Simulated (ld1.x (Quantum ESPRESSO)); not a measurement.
**Transferability test, ultrasoft potential for Ge**

ld1.x (Quantum ESPRESSO) 7.5 input, shortened:

```
&input
   title='Ge', zed=32., rel=1, dft='PZ', iswitch=3,
   config='[Ar] 3d10 4s2 4p1.5 4d-2'
 /
 &inputp
   pseudotype=3, tm=.true., lloc=-1, rcloc=2.15,
   nlcc=.true., rcore=1.85
 /
5
4S  1  0   2.00   0.00  1.65  1.95  0.0
4S  1  0   0.00   0.85  1.65  1.95  0.0
4P  2  1   1.50   0.00  2.30  2.55  0.0
4P  2  1   0.00   0.65  2.30  2.55  0.0
4D  3  2  -2.00   0.35  1.60  2.20  0.0
 &test
   configts(1)='4s2 4p1.5'
 /
```

Energies are relative to the spin-unpolarised reference configuration 4s2 4p1.5; without spin polarisation the order of configurations can differ from experiment. Spin-polarised rows fill each open shell by Hund’s rule, majority spin first.

```json
{"valence configuration": "4s2 4p1", "charge": "+1", "ΔE all-electron (eV)": "4.748", "error AE − PS (meV)": "-2.5"}
{"valence configuration": "4s2 4p0", "charge": "+2", "ΔE all-electron (eV)": "20.463", "error AE − PS (meV)": "-31"}
{"valence configuration": "4s2 4p2.3", "charge": "-0.3", "ΔE all-electron (eV)": "-3.817", "error AE − PS (meV)": "-1.2"}
{"valence configuration": "4s1 4p3", "charge": "0", "ΔE all-electron (eV)": "5.155", "error AE − PS (meV)": "+1.2"}
{"valence configuration": "4s1 4p2", "charge": "+1", "ΔE all-electron (eV)": "13.524", "error AE − PS (meV)": "-6.3"}
{"valence configuration": "4s0 4p4", "charge": "0", "ΔE all-electron (eV)": "13.471", "error AE − PS (meV)": "+5.3"}
{"valence configuration": "4s2 4p1.5 (spin-polarised)", "charge": "+0.5", "ΔE all-electron (eV)": "-0.364", "error AE − PS (meV)": "+12"}
{"valence configuration": "4s2 4p2 (spin-polarised)", "charge": "0", "ΔE all-electron (eV)": "-3.452", "error AE − PS (meV)": "+16"}
```

Problem. What are ΔE and the potential's error for 4s2 4p2?

Solution. ΔE = -2.889 eV all-electron; the error (AE − PS) is -0.5 meV.

Levels in the configuration 4s1 4p3:

| level | all-electron (eV) | pseudo (eV) |
| --- | --- | --- |
| 4s | -12.914 | -12.912 |
| 4p | -4.729 | -4.730 |
